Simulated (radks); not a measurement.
Values are calculated unless marked as measured or tabulated.
Problem. All-electron atom: the germanium ion Ge2+ in [Ar] 3d10 4s2. Level of theory: non-relativistic Kohn-Sham, LB94 model potential, spin-polarised, spherical densities, point nucleus (a radial shooting solver on a logarithmic mesh with Libxc functionals). Some entries of the table are withheld. Estimate them.

orbital  occ.  eigenvalue (eV)  <1/r> (bohr^-1)
1s          2              (1)            31.54
2s          2        -1382.829            6.927
2p          6              (2)            6.918
3s          2        -191.9182            2.218
3p          6              (3)            2.104
3d         10              (4)              (5)
4s          2         -35.6508           0.6931

Solution. 
(1) 1s eigenvalue (eV): -10909.87
(2) 2p eigenvalue (eV): -1237.342
(3) 3p eigenvalue (eV): -143.7291
(4) 3d eigenvalue (eV): -59.8795
(5) 3d <1/r> (bohr^-1): 1.808
